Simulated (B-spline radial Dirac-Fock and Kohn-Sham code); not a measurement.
Satellites and hypersatellites of the K lines of Al⁺

System: aluminum as Al⁺, 1s2 2s2 2p6 3s2.

Model: multi-electron Dirac-Fock with separately optimised hole states, Breit and Lamb-shift corrections added in first order. Program: an atomic code on a B-spline grid. Each two-hole energy is an average over J within one jj subconfiguration, not an observable level; in light atoms, where LS coupling holds, the j-resolved values are not observed lines, and for a K spectator the Kα1 hypersatellite is nearly forbidden. The model has no electron correlation.

Lines without a spectator: Kα2 (K-L2) 1487.6 eV, Kα1 (K-L3) 1488.0 eV. Shifts in eV with one spectator hole (a dash: not computed, or left out as unreliable):

| spectator hole | Kα2 | Kα1 |
| --- | --- | --- |
| L2 (2p1/2) | +8.22 | +10.42 |
| L3 (2p3/2) | +10.23 | +9.56 |

Problem. Where does the K-L3 hypersatellite lie, emitted when both K electrons are missing?

Solution. +129.6 eV from the normal line, at 1617.6 eV. Removing both K electrons costs 3328.7 eV, which is 171.7 eV more than twice the K binding energy. In light atoms the observed hypersatellite is the ¹S₀ → ¹P₁ component, which lies below this average, and the triplet component is nearly forbidden.

With n spectator holes in 2p, averaged over the 2p shell (energies in eV):

```csv
n,KαLⁿ,step,hypersatellite KαʰLⁿ
0,1487.9,–,1617.4
1,1497.7,+9.9,1628.8
2,1509.1,+11.4,1641.7
3,1522.0,+12.9,1656.0
4,1536.4,+14.4,1671.7
5,1552.2,+15.8,1688.8
```
